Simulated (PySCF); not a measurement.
**Löwdin shares of the frontier orbitals**

C5H6BNO2.
Cartesian coordinates in Å at the PBE0-D3(BJ)/def2-SVP level; atoms count from 1:
```xyz
15
C5H6BNO2 angstrom
N     -2.7775    1.0620   -0.1801
C     -1.9569    0.3359    0.1892
C     -0.9120   -0.5606    0.6541
C      0.4955   -0.0504    0.4764
O      1.3819   -0.8040    0.9911
B      2.8567   -0.5689    0.6348
O      3.0351    0.9526    0.5620
C      2.0938    1.6492    0.0830
C      0.8008    1.1669   -0.1327
H     -1.0558   -0.7876    1.7235
H     -0.9860   -1.5275    0.1275
H      3.5464   -1.0067    1.5259
H      3.0430   -1.0141   -0.4884
H      2.3319    2.7071   -0.1054
H      0.0222    1.8066   -0.5439
```

Method: TDDFT PBE0/def2-SVPD, vertical, gas phase, core orbitals frozen in the response in PySCF.

Frontier orbitals with the atoms that hold most of them (Löwdin shares over 4%, at most four atoms; ? is withheld):

| orbital | ε (eV) | atoms |
| --- | --- | --- |
| LUMO+2 | 0.19 | N1 36%, C2 31%, C3 14%, H11 6% |
| LUMO+1 | -0.08 | N1 26%, C2 25%, C3 16%, H11 7% |
| LUMO | -2.79 | ? |
| HOMO | -7.53 | C9 17%, B6 17%, O5 16%, O7 16% |
| HOMO-1 | -9.10 | ? |
| HOMO-2 | -9.57 | O5 26%, O7 25%, C8 8%, C9 8% |
| HOMO-3 | -10.12 | N1 40%, C2 30%, C3 8%, B6 5% |

Problem. Give the leading atoms of the LUMO.

Solution. C8 (bonded to C, O and H) 26%; C4 (bonded to 2 C and O) 24%; O7 (bonded to B and C) 15%; O5 (bonded to B and C) 13%. By element: carbon 51% or more, oxygen 28%.

Problem. Give the leading atoms of the HOMO-1.

Solution. B6 (bonded to 2 O and 2 H) 22%; C9 (bonded to 2 C and H) 20%; H12 (bonded to B) 14%; C4 (bonded to 2 C and O) 10%. By element: carbon 29% or more, boron 22%, hydrogen 14% or more.

Problem. The HOMO–LUMO gap is 4.74 eV. Where does the response calculation put the lowest singlet, and from which orbitals?

Solution. S1 is at 3.59 eV (f = 0.028), 1.15 eV below the gap, made of HOMO→LUMO (97%). Without the coupling terms of the response equations the lowest excitation would equal the gap.

Problem. One configuration dominates each of S1, S2, S3 and S6. Which, and how do the shares of the two leading atoms of either orbital change from the occupied to the empty one?

Solution. 
- S1 (3.59 eV, f 0.028), HOMO→LUMO (97%): C9 17% → at most 13%, B6 17% → at most 13%, C8 at most 16% → 26%, C4 at most 16% → 24%
- S2 (4.98 eV, f 0.0021), HOMO-2→LUMO (95%): O5 26% → 13%, O7 25% → 15%, C8 8% → 26%, C4 at most 8% → 24%
- S3 (5.44 eV, f 0.140), HOMO-1→LUMO (90%): B6 22% → at most 13%, C9 20% → at most 13%, C8 at most 10% → 26%, C4 10% → 24%
- S6 (6.48 eV, f 0.0045), HOMO→LUMO+1 (96%): C9 17% → at most 7%, B6 17% → at most 7%, N1 at most 16% → 26%, C2 at most 16% → 25%

One conformer stands for the species.
